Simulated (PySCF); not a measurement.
H$_{2}$Zn, charge +1, doublet, geometry from GFN2-xTB (such geometries of metal compounds can be far from the true shape) (a state made from the parent by changing its charge; the spin is typed, not shown lowest); DF-BLYP/6-31G** in PySCF.

PySCF was given this input:
```python
from pyscf import gto, scf, dft

mol = gto.Mole()
mol.atom = '''
    Zn    0.00000000    0.00000000    0.00000000
    H    -0.00000000   -0.00000000   -1.56522249
    H     0.00000000    0.00000000    1.56522249
'''
mol.basis = '6-31g**'
mol.charge = 1
mol.spin = 1
mol.verbose = 4
mol.build()

mf = dft.UKS(mol)
mf.xc = 'blyp'
mf = mf.density_fit(auxbasis='def2-universal-jkfit')
mf.kernel()
```

It wrote (shortened):

```
PySCF version 2.14.0

[INPUT] verbose = 4
[INPUT] num. atoms = 3
[INPUT] num. electrons = 31
[INPUT] charge = 1
[INPUT] spin (= nelec alpha-beta = 2S) = 1
[INPUT] symmetry False subgroup None
[INPUT] Mole.unit = angstrom
[INPUT] Symbol           X                Y                Z      unit          X                Y                Z       unit  Magmom
[INPUT]  1 Zn     0.000000000000   0.000000000000   0.000000000000 AA    0.000000000000   0.000000000000   0.000000000000 Bohr   0.0
[INPUT]  2 H      0.000000000000   0.000000000000  -1.565222490000 AA    0.000000000000   0.000000000000  -2.957841830110 Bohr   0.0
[INPUT]  3 H      0.000000000000   0.000000000000   1.565222490000 AA    0.000000000000   0.000000000000   2.957841830110 Bohr   0.0

nuclear repulsion = 20.4541025095161
number of shells = 18
number of NR pGTOs = 111
number of NR cGTOs = 44
basis = 6-31g**
ecp = {}

******** <class 'pyscf.df.df_jk.DFUKS'> ********
method = DFUKS
initial guess = minao
damping factor = 0
level_shift factor = 0
DIIS = <class 'pyscf.scf.diis.CDIIS'>
diis_start_cycle = 1
diis_space = 8
diis_damp = 0
SCF conv_tol = 1e-09
SCF conv_tol_grad = None
SCF max_cycles = 50
direct_scf = False
number electrons alpha = 16  beta = 15
XC library pyscf.dft.libxc version 7.1.2
    S. Lehtola, C. Steigemann, M. J. T. Oliveira, and M. A. L. Marques,  SoftwareX 7, 1–5 (2018)
XC functionals = blyp
    A. D. Becke,  Phys. Rev. A 38, 3098 (1988)
    C. Lee, W. Yang, and R. G. Parr,  Phys. Rev. B 37, 785 (1988)
    B. Miehlich, A. Savin, H. Stoll, and H. Preuss,  Chem. Phys. Lett. 157, 200 (1989)
radial grids:
    Treutler-Ahlrichs [JCP 102, 346 (1995); DOI:10.1063/1.469408] (M4) radial grids

becke partition: Becke, JCP 88, 2547 (1988); DOI:10.1063/1.454033
pruning grids: <function nwchem_prune>
grids dens level: 3
symmetrized grids: False
atomic radii adjust function: <function treutler_atomic_radii_adjust>
small_rho_cutoff = 0
Set gradient conv threshold to 3.16228e-05
tot grids = 40256
init E= -1779.80280196837

cycle= 1 E= -1779.65524057529  delta_E= 0.148  |g|= 0.742  |ddm|= 1.12
cycle= 2 E= -1779.44045820592  delta_E= 0.215  |g|= 1.43  |ddm|=  1.4
cycle= 3 E= -1779.87360956526  delta_E= -0.433  |g|= 0.328  |ddm|= 0.57
cycle= 4 E= -1779.90831195049  delta_E= -0.0347  |g|= 0.0631  |ddm|= 0.324
cycle= 5 E= -1779.90923418092  delta_E= -0.000922  |g|= 0.00866  |ddm|= 0.0454
cycle= 6 E= -1779.90928846434  delta_E= -5.43e-05  |g|= 0.00066  |ddm|= 0.0133
cycle= 7 E= -1779.90928894882  delta_E= -4.84e-07  |g|= 0.000236  |ddm|= 0.00158
cycle= 8 E= -1779.90928896533  delta_E= -1.65e-08  |g|= 8.71e-06  |ddm|= 0.000231
cycle= 9 E= -1779.90928896536  delta_E= -2.91e-11  |g|= 1.03e-06  |ddm|= 9.22e-06
Extra cycle  E= -1779.90928896535  delta_E= 2.27e-12  |g|= 1.71e-06  |ddm|= 1.43e-06
converged SCF energy = -1779.90928896535  <S^2> = 0.76439883  2S+1 = 2.0143474
```
